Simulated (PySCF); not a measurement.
## Computed properties of Sn(H)3(SH) (H4SSn), SMILES [SH][SnH3]

Sn(H)3(SH) (H4SSn), SMILES [SH][SnH3]. Geometry: B3LYP-D3(BJ)/def2-TZVP. The def2 effective core potentials stand for the cores of Sn; spin–orbit coupling is left out. Other conformers were not sampled. All values are computed for the isolated molecule unless a solvent is named; none is compared with measurement here.

**Structure.** The optimised structure has Cs symmetry. All 12 harmonic modes at B3LYP-D3(BJ)/def2-TZVP (PySCF) are real, so it is a minimum.

**Vibrations.** The strongest infrared lines (harmonic, unscaled, degenerate partners summed) lie at 685 cm⁻¹ (207 km/mol, H 97 %), 1923 cm⁻¹ (176 km/mol, H 99 %), 1948 cm⁻¹ (138 km/mol, H 99 %). The softest mode is at 115 cm⁻¹ and the zero-point energy is 18.1 kcal/mol.

**Electronic structure.** r2SCAN/def2-TZVPD (PySCF) places the frontier levels at -6.33 and -1.28 eV, a gap of 5.05 eV, and gives a dipole moment of 1.55 D and a mean polarisability of 66.5 bohr³.

**Excitations.** TDDFT-PBE0/def2-SVPD (PySCF) has S1 at 5.05 eV (245 nm, f = 0.021, weak); the most intense of the 10 singlets computed lies at 7.54 eV (f = 0.39). T1 (TDA) is at 4.59 eV. No vertical singlet excitation falls in the visible range (under 3.1 eV).
